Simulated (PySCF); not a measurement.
Job file and geometry (Å, from GFN2-xTB) of an NMR shielding run on SMILES C=NC[SiH2]n1cccc1, C₆H₁₀N₂Si, GIAO PBE0/pcSseg-1 NMR shielding, non-relativistic, gas phase (PySCF 2.14.0, density-fitted response routines); density fitting, a coarse starting grid and PySCF grid level 2 are the driver's defaults:

```
$ OMP_NUM_THREADS=1 python probes_run.py task.json out

{"job": {"kind": "nmr", "xc": "PBE0", "basis": "pcSseg-1"}, "charge": 0, "multiplicity": 1}
C     -2.640938     1.951182    -0.039968
N     -1.878147     1.064109     0.406154
C     -2.027256    -0.293027     0.013041
Si    -0.541394    -0.731012    -1.121363
N      0.955335    -0.540951    -0.247022
C      1.643127    -1.523809     0.418478
C      2.726655    -0.981439     1.035480
C      2.715341     0.404227     0.744225
C      1.625549     0.636247    -0.035247
H     -3.482829     1.758413    -0.717116
H     -2.473793     2.975000     0.259102
H     -1.976721    -0.906740     0.915077
H     -2.981567    -0.494533    -0.497647
H     -0.497887     0.188577    -2.258942
H     -0.621469    -2.136771    -1.519942
H      1.299568    -2.539287     0.391832
H      3.452829    -1.500756     1.629859
H      3.434060     1.128878     1.073837
H      1.259733     1.550944    -0.457301
```

**Question.** What does the program print?

**Answer.** 
```
coarse grid: 16464 points
cycle   1  E = -632.9365628207  dE =  1.470e+00  |g| = 4.677e-01  |ddm| = 4.033e+00
cycle   2  E = -632.8978526053  dE =  3.871e-02  |g| = 6.223e-01  |ddm| = 1.111e+00
cycle   3  E = -632.9935706839  dE = -9.572e-02  |g| = 1.171e-01  |ddm| = 6.510e-01
cycle   4  E = -632.9961823702  dE = -2.612e-03  |g| = 4.569e-02  |ddm| = 1.056e-01
cycle   5  E = -632.9966289429  dE = -4.466e-04  |g| = 8.444e-03  |ddm| = 3.705e-02
cycle   6  E = -632.9966400410  dE = -1.110e-05  |g| = 4.849e-03  |ddm| = 1.130e-02
cycle   7  E = -632.9966456576  dE = -5.617e-06  |g| = 1.098e-03  |ddm| = 4.677e-03
final grid: 154880 points
cycle   8  E = -633.0467645373  dE = -3.370e-05  |g| = 8.997e-03  |ddm| = 3.230e-02
cycle   9  E = -633.0467472591  dE =  1.728e-05  |g| = 1.266e-02  |ddm| = 1.887e-02
cycle  10  E = -633.0467835521  dE = -3.629e-05  |g| = 2.398e-03  |ddm| = 1.106e-02
cycle  11  E = -633.0467848628  dE = -1.311e-06  |g| = 3.393e-04  |ddm| = 1.930e-03
cycle  12  E = -633.0467848868  dE = -2.399e-08  |g| = 1.015e-04  |ddm| = 3.412e-04
cycle  13  E = -633.0467848888  dE = -1.964e-09  |g| = 3.388e-05  |ddm| = 9.802e-05
cycle  14  E = -633.0467848890  dE = -2.369e-10  |g| = 8.538e-06  |ddm| = 2.996e-05
converged SCF energy = -633.0467848890

GIAO shielding tensors (ppm)
atom      isotropic    diamagn.    paramagn.     s11        s22        s33       span
  0 C       32.358     253.794    -221.437    -68.644     51.533    114.184    182.829
  1 N     -139.453     330.305    -469.758   -536.675   -164.804    283.119    819.793
  2 C      128.473     253.532    -125.059    103.574    118.227    163.618     60.045
  3 Si     372.128     881.689    -509.560    344.264    370.604    401.517     57.253
  4 N       97.644     328.973    -231.329     12.468     70.823    209.642    197.174
  5 C       60.053     249.537    -189.485    -20.017     67.395    132.779    152.796
  6 C       69.169     258.101    -188.932    -14.684     60.731    161.460    176.144
  7 C       69.358     257.532    -188.174    -13.799     61.240    160.633    174.431
  8 C       56.734     250.872    -194.137    -25.395     61.010    134.588    159.983
  9 H       23.971      29.592      -5.621     20.722     24.171     27.018      6.296
 10 H       24.465      30.654      -6.188     22.812     23.708     26.876      4.063
 11 H       27.360      31.663      -4.303     25.400     26.479     30.201      4.801
 12 H       28.680      30.942      -2.262     26.011     27.264     32.765      6.754
 13 H       26.876      30.665      -3.789     23.460     25.615     31.552      8.092
 14 H       26.416      30.078      -3.662     22.472     25.663     31.113      8.641
 15 H       24.955      30.702      -5.748     21.289     25.900     27.675      6.385
 16 H       25.100      31.159      -6.060     22.708     25.570     27.021      4.313
 17 H       25.140      31.830      -6.690     22.628     25.714     27.078      4.450
 18 H       24.970      32.702      -7.732     21.166     25.875     27.868      6.702
```

**Question.** Turn these shieldings into chemical shifts. Scale: TMS for ¹³C (σref 186.93) and ²⁹Si (σref 349.16) and ¹H (σref 31.72); NH3 for ¹⁵N (σref 267.73) (reference shieldings calculated alike).

**Answer.** Averaging equivalent atoms: C 0: 154.6; C 5/8: 128.5; C 6/7: 117.7; C 2: 58.5; N 1: 407.2; N 4: 170.1; Si 3: -23.0; H 9: 7.75; H 10: 7.25; H 15/18: 6.75; H 16/17: 6.60; H 13/14: 5.07; H 11/12: 3.70 ppm. Experimental scales use liquid or dissolved standards, which lie at an offset from isolated NH3 (liquid NH3: subtract about 20 ppm). Unscaled 15N shifts of sp2 nitrogen come out 20 to 40 ppm too high even then.

Size and cost of the density-fitted run: 210 basis functions, 85 s wall time on 1 thread of an Arm Neoverse N1, shared host; peak memory 0.94 GiB.
